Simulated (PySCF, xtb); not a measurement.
Al(Me)2(NH2) (C2H8AlN), SMILES [CH3][Al]([CH3])[NH2]. Other conformers were not sampled.

Harmonic wavenumbers (cm⁻¹) from GFN2-xTB in xtb at its own minimum, in rising order: 34, 37, 130, 137, 197, 214, 422, 429, 492, 515, 535, 592, 618, 695, 814, 1295, 1302, 1456, 1459, 1464, 1466, 1491, 2932, 2935, 2939, 2940, 2949, 2949, 3406, 3423.

Question: What does PBE-D3(BJ)/def2-SVP run with PySCF give at its own minimum? (The exact figures need the calculation; the answer reports its results.)

Answer: 56, 71, 157, 179, 182, 387, 418, 532, 543, 592, 615, 663, 683, 733, 823, 1164, 1165, 1372, 1378, 1382, 1384, 1479, 2960, 2961, 3047, 3047, 3065, 3065, 3495, 3585. Paired by order, the mean absolute difference is 72 cm⁻¹ and the zero-point energies are 57.6 and 58.9 kcal/mol.
